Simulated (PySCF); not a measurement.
**A search over the determinants of GeTe⁺**

Unrestricted PBE0; basis Ge cc-pVDZ-PP with ECP10, Te cc-pVDZ-PP with ECP28; scalar-relativistic core potentials; PySCF 2.14. Outer shells of the fragments: Ge+ 3d10 4s2 4p1; Te 4d10 5s2 5p4.

Followed along the bond (rough minima from three points):

```
2Ms+1  unpaired  ⟨S²⟩ at the start  R at minimum (Å)  Te (eV)
    2       π ↑               0.77              2.50     0.00
    2       σ ↑               0.76              2.35     0.57
    4     π ↑↑↑               3.76  none in the scan   ≤ 1.49
```

Solutions found at the starting distance of 2.580 Å, counted from the lowest of them; the search is not exhaustive and high or unbound solutions are not listed, so other states can lie among these:

```json
{"2Ms+1": "2", "unpaired": "π ↑", "term": "²Π", "E (eV)": "0.00", "⟨S²⟩": "0.77", "⟨Lz²⟩": "1.01", "μ (D)": "-3.40"}
{"2Ms+1": "2", "unpaired": "σ ↑", "term": "²Σ⁺", "E (eV)": "0.87", "⟨S²⟩": "0.76", "⟨Lz²⟩": "0.00", "μ (D)": "-3.85"}
{"2Ms+1": "4", "unpaired": "π ↑↑↑", "term": "⁴Π", "E (eV)": "1.75", "⟨S²⟩": "3.76", "⟨Lz²⟩": "1.00", "μ (D)": "-0.42"}
{"2Ms+1": "2", "unpaired": "π ↑↑↓", "term": "mixed", "E (eV)": "2.15", "⟨S²⟩": "1.76", "⟨Lz²⟩": "3.02", "μ (D)": "-0.43"}
{"2Ms+1": "4", "unpaired": "σ ↑, π ↑↑", "term": "mixed", "E (eV)": "2.16", "⟨S²⟩": "3.76", "⟨Lz²⟩": "2.01", "μ (D)": "-1.92"}
{"2Ms+1": "4", "unpaired": "σ ↑, π ↑↑", "term": "mixed", "E (eV)": "2.45", "⟨S²⟩": "3.76", "⟨Lz²⟩": "2.01", "μ (D)": "-2.28"}
```

A term symbol is given only where ⟨S²⟩ and ⟨Lz²⟩ are close to those of a pure state; real π, δ and φ orbitals otherwise mix terms. A positive dipole points towards Te; it is taken about the centre of mass and depends on that origin.

Question: Compare the gap between the two lowest followed solutions at the starting distance with the gap between their minima.

Answer: At PBE0 the second solution (doublet, unpaired electrons σ ↑) lies +0.87 eV from the first (doublet, unpaired electrons π ↑) at 2.580 Å and +0.57 eV at the minima; the two curves relax by different amounts, since their minima lie near 2.35 and 2.50 Å.

Spin–orbit coupling is left out. Counting both spins, an empty level lies below a filled one in some of these solutions, because spin and occupation are held.
